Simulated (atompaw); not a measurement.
## Pseudopotential generation for scandium: PAW (atompaw), LDA (PW92), scalar-relativistic.

atompaw 4.2.0.5 input, output lines left out:

```
Sc 21
LDA-PW scalarrelativistic loggrid 1500 logderivrange -2 5 176
4 4 3 0 0 0
4 1 0
3 2 1
0 0 0
c
c
c
v
c
c
v
v
2
3.00 2.30 2.54 2.75
y
2.25
n
y
0.4
n
y
4.2
n
custom rrkj vanderbiltortho sinc
3 0 troulliermartins
3.00
3.00
3.00
3.00
3.00
2.15
```

Does the generator finish with these settings?

Yes, a potential is produced.

Estimate the cutoffs (Ry, on a coarse ladder) from which the occupation-weighted sum of valence levels, in a spherical-Bessel basis at the reference potential, stays within 10 and 1 mRy of its value at 400 Ry.

10 Ry and 10 Ry.

What does a ghost test show?

No extra level below or beside the all-electron valence levels (s, p, d, f tested). The logarithmic derivative shows an extra or strongly shifted pseudo pole above the reference energy (s near 1.66 Ry).

Is the overlap operator S = 1 + Σ q|β⟩⟨β| positive definite (Bessel basis up to 400 Ry)?

Yes: its lowest eigenvalue is 0.65 (p channel).

Which valence shell sets the plane-wave cutoff?

3d: its level needs 10 Ry to come within 1 mRy, against 6 Ry for 4s.
